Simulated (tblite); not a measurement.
A geometry optimisation, step by step.

Species: C6H11FSSi2.
Numbering: `[CH:1]#[C:2][CH2:3][S:4][CH2:5][Si:6]1([F:7])[CH2:8][SiH2:9][CH2:10]1` (hydrogens: H11 on C1; H12, H13 on C3; H14, H15 on C5; H16, H17 on C8; H18, H19 on Si9; H20, H21 on C10)

Computed with GFN2-xTB (tblite), gas phase: L-BFGS steps from a force-field or distance-geometry start until the largest atomic force falls under 0.01 eV/Å. 8 of its 125 geometries are shown.

Step 0: E = -811.3253 eV, largest atomic force 1.745 eV/Å
```
atom  x, y, z in Å  |  force x, y, z in eV/Å
C1      4.334   -0.411   -0.892   -0.122   0.022  -0.004
C2      3.600   -0.815   -0.033   -0.160  -0.251   0.587
C3      2.739   -1.327    1.044    0.606   0.431  -0.420
S4      0.966   -1.237    0.582   -0.003   0.000   0.034
C5      0.745    0.562    0.579    1.732   0.214   0.009
Si6    -0.987    1.013    0.209   -0.225  -0.353   0.032
F7     -1.178    2.603    0.212    0.046   0.605   0.021
C8     -2.285    0.186    1.273   -0.800   0.248   0.640
Si9    -3.333    0.117   -0.318   -1.272  -0.576  -0.116
C10    -1.737    0.251   -1.327   -0.182   0.298  -0.905
H11     4.960   -0.049   -1.667   -0.259  -0.139   0.299
H12     2.965   -2.375    1.248   -0.084  -0.022  -0.176
H13     2.881   -0.769    1.982   -0.020   0.038  -0.318
H14     1.054    0.957    1.543    0.091  -0.081   0.113
H15     1.407    1.002   -0.182    0.000  -0.261   0.210
H16    -2.717    0.791    2.082    0.224  -0.383  -0.161
H17    -2.030   -0.806    1.649   -0.003   0.326   0.005
H18    -4.224    1.296   -0.476    0.303  -0.359   0.053
H19    -4.049   -1.165   -0.500    0.059   0.291   0.018
H20    -1.323   -0.719   -1.612   -0.057   0.353  -0.027
H21    -1.799    0.912   -2.199    0.127  -0.403   0.105
```

Step 18: E = -811.5997 eV, largest atomic force 0.104 eV/Å
```
atom  x, y, z in Å  |  force x, y, z in eV/Å
C1      4.306   -0.403   -0.887   -0.006  -0.003   0.007
C2      3.652   -0.847    0.012    0.033  -0.015  -0.013
C3      2.795   -1.341    1.055    0.014   0.003   0.013
S4      1.021   -1.204    0.591    0.017  -0.049   0.012
C5      0.860    0.603    0.589   -0.047  -0.082   0.006
Si6    -0.954    0.991    0.214   -0.015   0.009  -0.019
F7     -1.045    2.618    0.247    0.009   0.009   0.000
C8     -2.355    0.217    1.248   -0.063  -0.002   0.002
Si9    -3.427    0.045   -0.338    0.002   0.011   0.028
C10    -1.805    0.286   -1.335   -0.048  -0.002  -0.047
H11     4.914   -0.037   -1.660   -0.012   0.008   0.001
H12     2.966   -2.403    1.238    0.022   0.022  -0.011
H13     2.933   -0.773    1.978    0.026  -0.024   0.024
H14     1.152    0.967    1.574    0.011   0.030  -0.044
H15     1.538    1.002   -0.164   -0.018   0.013   0.039
H16    -2.776    0.805    2.054    0.018   0.057   0.053
H17    -2.077   -0.748    1.661   -0.008   0.007   0.026
H18    -4.320    1.193   -0.496   -0.009  -0.019  -0.004
H19    -4.154   -1.208   -0.523    0.027  -0.042   0.002
H20    -1.370   -0.659   -1.647    0.016  -0.016  -0.024
H21    -1.864    0.915   -2.214    0.031   0.085  -0.052
```

Step 35: E = -811.6267 eV, largest atomic force 0.073 eV/Å
```
atom  x, y, z in Å  |  force x, y, z in eV/Å
C1      4.304   -0.383   -0.888    0.011   0.011  -0.018
C2      3.695   -0.845    0.033   -0.032   0.014  -0.024
C3      2.872   -1.367    1.089   -0.006  -0.011   0.000
S4      1.079   -1.276    0.670   -0.064   0.034  -0.007
C5      0.853    0.526    0.594    0.002  -0.050   0.015
Si6    -0.955    0.956    0.200    0.048  -0.008   0.029
F7     -0.962    2.588    0.243    0.012  -0.012  -0.004
C8     -2.399    0.280    1.244   -0.043  -0.024  -0.034
Si9    -3.452    0.034   -0.347    0.002   0.011   0.035
C10    -1.853    0.344   -1.365    0.011  -0.005   0.015
H11     4.877   -0.002   -1.679    0.008   0.016  -0.004
H12     3.066   -2.430    1.237    0.003  -0.005   0.028
H13     3.034   -0.824    2.023   -0.025   0.008   0.002
H14     1.136    0.939    1.562    0.008   0.006  -0.019
H15     1.528    0.913   -0.167   -0.004  -0.005   0.008
H16    -2.808    0.949    1.994    0.025   0.001   0.000
H17    -2.175   -0.662    1.737    0.016   0.032   0.035
H18    -4.448    1.091   -0.527    0.007  -0.034  -0.002
H19    -4.035   -1.297   -0.503   -0.023  -0.003  -0.005
H20    -1.438   -0.572   -1.773    0.032   0.006  -0.035
H21    -1.929    1.056   -2.179    0.012   0.017  -0.015
```

Step 53: E = -811.6336 eV, largest atomic force 0.046 eV/Å
```
atom  x, y, z in Å  |  force x, y, z in eV/Å
C1      4.275   -0.361   -0.891    0.001  -0.002   0.002
C2      3.666   -0.843    0.021   -0.013  -0.004  -0.012
C3      2.864   -1.375    1.089   -0.002  -0.013   0.008
S4      1.064   -1.319    0.699    0.006   0.040  -0.005
C5      0.854    0.481    0.596   -0.006   0.015   0.001
Si6    -0.941    0.943    0.205   -0.004   0.006  -0.007
F7     -0.902    2.575    0.245    0.001   0.005   0.004
C8     -2.403    0.303    1.246   -0.019  -0.005  -0.006
Si9    -3.437    0.001   -0.350    0.003   0.009   0.045
C10    -1.847    0.364   -1.367   -0.005  -0.001  -0.010
H11     4.849    0.036   -1.673   -0.012   0.006  -0.009
H12     3.083   -2.430    1.252    0.019  -0.014   0.004
H13     3.027   -0.814    2.012   -0.026  -0.009   0.011
H14     1.150    0.911    1.552    0.013  -0.014   0.006
H15     1.530    0.849   -0.175    0.005  -0.008  -0.006
H16    -2.816    1.020    1.948   -0.010  -0.001   0.006
H17    -2.193   -0.604    1.804    0.007   0.000   0.002
H18    -4.471    1.018   -0.542   -0.004  -0.008  -0.006
H19    -3.990   -1.344   -0.495    0.020   0.001   0.001
H20    -1.422   -0.516   -1.839    0.024  -0.017  -0.004
H21    -1.948    1.121   -2.138    0.001   0.014  -0.028
```

Step 71: E = -811.6375 eV, largest atomic force 0.031 eV/Å
```
atom  x, y, z in Å  |  force x, y, z in eV/Å
C1      4.210   -0.347   -0.891   -0.001   0.002   0.007
C2      3.630   -0.845    0.031    0.001  -0.019  -0.004
C3      2.834   -1.398    1.094   -0.018   0.003  -0.007
S4      1.038   -1.329    0.683    0.004   0.009   0.019
C5      0.861    0.475    0.588   -0.006   0.013  -0.003
Si6    -0.928    0.975    0.209   -0.004  -0.002   0.010
F7     -0.868    2.605    0.264    0.003   0.003  -0.007
C8     -2.391    0.336    1.248   -0.002  -0.002  -0.014
Si9    -3.402   -0.026   -0.349    0.006  -0.010   0.029
C10    -1.825    0.387   -1.365    0.019   0.005   0.009
H11     4.757    0.069   -1.683    0.002  -0.001   0.003
H12     3.061   -2.454    1.247   -0.006   0.009  -0.010
H13     2.981   -0.845    2.025    0.012  -0.016  -0.008
H14     1.179    0.891    1.544   -0.009   0.008  -0.004
H15     1.537    0.828   -0.189    0.005   0.008   0.006
H16    -2.825    1.064    1.926   -0.005  -0.006   0.002
H17    -2.172   -0.553    1.832   -0.002   0.002   0.010
H18    -4.492    0.923   -0.565   -0.005   0.014  -0.002
H19    -3.877   -1.403   -0.477    0.003  -0.017  -0.001
H20    -1.374   -0.480   -1.838    0.009  -0.014  -0.019
H21    -1.943    1.143   -2.134   -0.007   0.010  -0.015
```

Step 89: E = -811.6422 eV, largest atomic force 0.023 eV/Å
```
atom  x, y, z in Å  |  force x, y, z in eV/Å
C1      4.117   -0.337   -0.893    0.009   0.004  -0.009
C2      3.555   -0.878    0.016   -0.001   0.003   0.008
C3      2.777   -1.453    1.079   -0.012  -0.002  -0.001
S4      0.972   -1.285    0.748   -0.012  -0.001  -0.007
C5      0.867    0.521    0.610    0.000  -0.010   0.007
Si6    -0.913    1.035    0.211    0.012   0.003  -0.019
F7     -0.847    2.666    0.243   -0.007   0.012   0.003
C8     -2.370    0.381    1.249    0.002   0.006  -0.011
Si9    -3.331   -0.102   -0.346    0.007   0.002   0.006
C10    -1.783    0.413   -1.365   -0.009   0.000   0.007
H11     4.651    0.108   -1.678    0.009  -0.006  -0.007
H12     2.955   -2.525    1.163    0.005  -0.008   0.000
H13     2.989   -0.964    2.033    0.013   0.007   0.001
H14     1.195    0.954    1.554   -0.002  -0.006   0.005
H15     1.555    0.831   -0.175   -0.006   0.001   0.004
H16    -2.852    1.125    1.875   -0.014   0.006   0.011
H17    -2.128   -0.463    1.888    0.005  -0.006   0.008
H18    -4.495    0.748   -0.593   -0.008  -0.004  -0.004
H19    -3.675   -1.519   -0.442   -0.009  -0.008   0.000
H20    -1.291   -0.415   -1.865    0.014   0.001   0.003
H21    -1.957    1.178   -2.115    0.003   0.005  -0.007
```

Step 106: E = -811.6431 eV, largest atomic force 0.061 eV/Å
```
atom  x, y, z in Å  |  force x, y, z in eV/Å
C1      4.122   -0.348   -0.903   -0.027  -0.037   0.040
C2      3.548   -0.881    0.003    0.026   0.024  -0.043
C3      2.767   -1.454    1.065   -0.017  -0.003   0.006
S4      0.960   -1.277    0.748   -0.003   0.002  -0.024
C5      0.859    0.530    0.625    0.000   0.008   0.010
Si6    -0.916    1.055    0.214    0.005  -0.008  -0.005
F7     -0.847    2.685    0.245   -0.005   0.018   0.000
C8     -2.371    0.393    1.250   -0.015  -0.012  -0.012
Si9    -3.320   -0.115   -0.345   -0.001  -0.011   0.005
C10    -1.776    0.417   -1.361    0.000  -0.003   0.010
H11     4.667    0.084   -1.688    0.005   0.009  -0.009
H12     2.939   -2.528    1.142    0.006  -0.008   0.003
H13     2.987   -0.972    2.020    0.012   0.011   0.007
H14     1.175    0.953    1.578    0.013  -0.001   0.005
H15     1.557    0.847   -0.149   -0.014  -0.004   0.010
H16    -2.869    1.131    1.872    0.006   0.009  -0.004
H17    -2.119   -0.445    1.893   -0.002  -0.003   0.007
H18    -4.499    0.711   -0.607    0.001   0.007   0.000
H19    -3.651   -1.537   -0.432    0.011   0.004   0.001
H20    -1.265   -0.406   -1.852   -0.004  -0.002  -0.008
H21    -1.958    1.175   -2.117    0.004   0.001   0.000
```

Step 124: E = -811.6448 eV, largest atomic force 0.010 eV/Å
```
atom  x, y, z in Å  |  force x, y, z in eV/Å
C1      4.107   -0.382   -0.939    0.001  -0.004  -0.003
C2      3.523   -0.905   -0.034    0.004   0.002   0.002
C3      2.736   -1.468    1.029    0.001   0.000  -0.001
S4      0.931   -1.265    0.712   -0.002  -0.001   0.000
C5      0.846    0.547    0.670   -0.001   0.004   0.000
Si6    -0.916    1.094    0.234    0.005  -0.003  -0.003
F7     -0.833    2.724    0.255   -0.002   0.000   0.003
C8     -2.387    0.438    1.253    0.001  -0.002  -0.003
Si9    -3.272   -0.168   -0.345    0.003   0.003   0.003
C10    -1.748    0.438   -1.349    0.004   0.002   0.003
H11     4.658    0.045   -1.723   -0.004   0.001  -0.001
H12     2.894   -2.544    1.107    0.002  -0.006  -0.003
H13     2.965   -0.988    1.984   -0.001   0.005   0.006
H14     1.147    0.925    1.646   -0.006   0.000   0.002
H15     1.562    0.892   -0.075    0.000   0.000  -0.003
H16    -2.921    1.198    1.814   -0.002   0.002  -0.001
H17    -2.141   -0.357    1.950    0.001  -0.001   0.005
H18    -4.504    0.561   -0.647   -0.004   0.005   0.000
H19    -3.487   -1.613   -0.397   -0.005  -0.009   0.000
H20    -1.207   -0.355   -1.857    0.005   0.002  -0.002
H21    -1.962    1.201   -2.091    0.001  -0.001  -0.002
```

Problem. Summarise the path.

Solution. The energy falls by 30.82 kJ/mol from step 0 to step 124; nine tenths of that is first reached at step 26. It falls at every step. The largest force goes from 1.745 to 0.010 eV/Å. Among the bonds C5–Si6 changes most, from 1.827 to 1.896 Å; the atoms move by 0.367 Å rms after alignment.

Problem. Follow the three bonds and two angles with the largest change from start to end.

Solution. 
| step | E above end (kJ/mol) | largest force (eV/Å) | C5–Si6 (Å) | Si6–C8 (Å) | Si6–C10 (Å) | C5–Si6–F7 (°) | Si6–C8–Si9 (°) |
| --- | --- | --- | --- | --- | --- | --- | --- |
| 0 | 30.82 | 1.745 | 1.827 | 1.871 | 1.871 | 110.9 | 85.6 |
| 5 | 10.34 | 0.334 | 1.878 | 1.899 | 1.897 | 109.1 | 87.4 |
| 11 | 6.11 | 0.228 | 1.889 | 1.903 | 1.900 | 106.8 | 88.8 |
| 16 | 4.67 | 0.107 | 1.896 | 1.907 | 1.905 | 105.2 | 89.7 |
| 22 | 3.61 | 0.106 | 1.892 | 1.908 | 1.906 | 103.5 | 90.0 |
| 27 | 2.87 | 0.109 | 1.894 | 1.902 | 1.902 | 102.5 | 90.1 |
| 32 | 2.08 | 0.083 | 1.899 | 1.909 | 1.908 | 103.2 | 90.4 |
| 38 | 1.59 | 0.058 | 1.898 | 1.907 | 1.905 | 102.9 | 90.6 |
| 43 | 1.29 | 0.043 | 1.898 | 1.906 | 1.906 | 102.9 | 90.5 |
| 49 | 1.16 | 0.029 | 1.896 | 1.906 | 1.905 | 102.6 | 90.6 |
| 54 | 1.05 | 0.042 | 1.895 | 1.905 | 1.904 | 102.5 | 90.7 |
| 59 | 0.95 | 0.032 | 1.896 | 1.906 | 1.905 | 102.2 | 90.6 |
| 65 | 0.84 | 0.030 | 1.895 | 1.907 | 1.905 | 102.6 | 90.7 |
| 70 | 0.72 | 0.032 | 1.896 | 1.905 | 1.905 | 102.8 | 90.8 |
| 75 | 0.66 | 0.036 | 1.894 | 1.905 | 1.904 | 103.0 | 90.9 |
| 81 | 0.45 | 0.049 | 1.894 | 1.908 | 1.905 | 103.0 | 90.7 |
| 86 | 0.28 | 0.027 | 1.894 | 1.905 | 1.904 | 103.1 | 90.9 |
| 92 | 0.22 | 0.014 | 1.895 | 1.906 | 1.905 | 103.6 | 91.0 |
| 97 | 0.21 | 0.014 | 1.895 | 1.905 | 1.905 | 103.6 | 91.0 |
| 102 | 0.19 | 0.014 | 1.895 | 1.906 | 1.904 | 103.8 | 91.0 |
| 108 | 0.13 | 0.026 | 1.895 | 1.905 | 1.905 | 103.4 | 91.1 |
| 113 | 0.09 | 0.019 | 1.895 | 1.905 | 1.905 | 103.4 | 91.1 |
| 119 | 0.02 | 0.024 | 1.895 | 1.906 | 1.905 | 103.6 | 91.1 |
| 124 | 0.00 | 0.010 | 1.896 | 1.906 | 1.905 | 103.8 | 91.1 |

What follows is the cost of the whole relaxation. On an Intel Xeon at 2.50 GHz with one thread, shared host with 64 logical CPUs at a one-minute load of 62, this took 7.3 s wall, 5.2 s CPU.
